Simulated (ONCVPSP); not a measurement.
**Potentials for zinc compared**

Generated with ld1.x 7.5 (TM, RRKJ, ultrasoft, PAW), atompaw 4.2 or ONCVPSP 4.0.1. The cutoff is in Ry: for ld1.x and atompaw files where the sum of valence levels is converged to 10 mRy in a Bessel basis, for ONCV files where the hardest occupied wave has 1 mHa per electron of residual kinetic energy. The error is the largest all-electron minus pseudo excitation energy over each file’s own four to seven test configurations (ionisations up to +4, promotions, holes and added fractions of an electron), all of which were solved. The labels leave out finer settings (local radius, basis sizes, second energies), which also bear on the numbers. Spin-polarised tests are not counted. The rows are a selection from randomly drawn settings: files with unsolved tests, undetermined cutoffs or missed reference levels are left out.

```tsv
potential	cutoff (Ry)	largest error (meV)	bound ghosts
ONCV, PBEsol, scalar-relativistic, rc 1.25/0.90/0.90 (spd), local d, core correction yes, reference 3s2 3p6 3d10 4s1, qcut 11/19.5/20, projectors 2/2/0	273	-191	none
ONCV, revPBE, scalar-relativistic, rc 0.75/0.80/0.75 (spd), local smoothed, core correction no, reference 3s2 3p6 3d9, qcut 8.8/15.6/22.8, projectors 2/2/2	788	+4.7	none
ONCV, PBE, fully relativistic, rc 0.95/0.90/0.75 (spd), local smoothed, core correction yes, reference 3s2 3p6 3d10 4s2, qcut 12/13.2/12.9, projectors 2/2/2	598	+3.1	none
ONCV, LDA (Perdew-Wang 92), scalar-relativistic, rc 0.90/1.25/1.50 (spd), local smoothed, core correction no, reference 3s2 3p6 3d10 4s1 4p1, qcut 12.8/10.7/12.1, projectors 2/2/3	131	+92	none
```

Task: Fill in the row for Zn: ONCV, PBEsol, scalar-relativistic, rc 1.30/0.70/0.70 (spd), local d, core correction no, reference 3s2 3p6 3d10 4s2, qcut 9.2/10.7/20.8, projectors 3/2/0.

Result: cutoff 368 Ry, largest error -8.4 meV, bound ghosts: none.

Task: Fill in the row for Zn: ONCV, PBE, scalar-relativistic, rc 1.00/0.85/1.10 (spd), local smoothed, core correction yes, reference 3s2 3p6 3d10 4s1.5, qcut 13.8/14/15.7, projectors 2/3/2.

Result: cutoff 180 Ry, largest error +0.7 meV, bound ghosts: none.

Task: Fill in the row for Zn: ONCV, LDA (Perdew-Wang 92), non-relativistic, rc 1.35/0.70/1.20 (spd), local smoothed, core correction yes, reference 3s2 3p6 3d10 4s2, qcut 9.3/14.2/14.1, projectors 2/2/3.

Result: cutoff 191 Ry, largest error +23 meV, bound ghosts: none.
